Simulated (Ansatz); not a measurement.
Compare A (`BNC(C)O`) with its isomer B (`CB(O)CN`).

Program: Ansatz. Geometries: PBE0-D4/def2-TZVP. ΔE: electronic, gas phase. CCSD(T)/CBS is the MP2 limit (def2-TZVPP, def2-QZVPP) plus CCSD(T) − MP2 in def2-TZVPP, frozen cores. Functionals use def2-TZVPP. B3LYP here is the variant with VWN-RPA as its local correlation; programs differ in this. One conformer a species, not always the lowest.

**Question.** Which isomer does CCSD(T)/CBS put lower? Give the gap. (Best estimate.)

**Answer.** Computed: B, by 18.3 kcal/mol.

**Question.** Give E(B) − E(A) in kcal/mol with CCSD/def2-TZVPP, r2SCAN-D4, B3LYP, B3LYP-D4, HF/def2-TZVPP, PBE0-D4, PBE-D4. (An estimate is asked.)

**Answer.** Ansatz gave: CCSD/def2-TZVPP -18.1, r2SCAN-D4 -19.0, B3LYP -18.0, B3LYP-D4 -17.9, HF/def2-TZVPP -17.1, PBE0-D4 -18.7, PBE-D4 -18.3. None reverses the order clearly.

Largest T1 diagnostic: 0.012.
